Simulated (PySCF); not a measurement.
CH4O2, SMILES OCO.

The structure is a stationary point at B3LYP-D3(BJ)/def2-TZVP. Other conformers were not sampled.

Two levels are set side by side: PBE/def2-TZVPD (PySCF) and HF/def2-TZVPD (PySCF). Same geometry, gas phase. Differences are taken from unrounded values.

| quantity | HF | PBE | PBE minus HF |
|---|---|---|---|
| orbital gap (eV) | 14.43 | 6.17 | -8.27 |
| highest occupied level (eV) | -12.76 | -6.69 | 6.07 |
| lowest empty level (eV) | 1.67 | -0.52 | -2.20 |
| dipole moment (D) | 0.06 | 0.14 | 0.08 |
| mean polarisability (bohr³) | 23.4 | 27.9 | 4.5 |

PBE's occupied levels lie high since its potential decays too fast outside the molecule; exact exchange lowers them and widens the gap. PBE's more diffuse valence density responds more strongly to a field. Differences between two approximate levels are no errors against the true value.

Rough cost on one machine, each run with all the roots and properties that it gave: HF against PBE about 1/4.
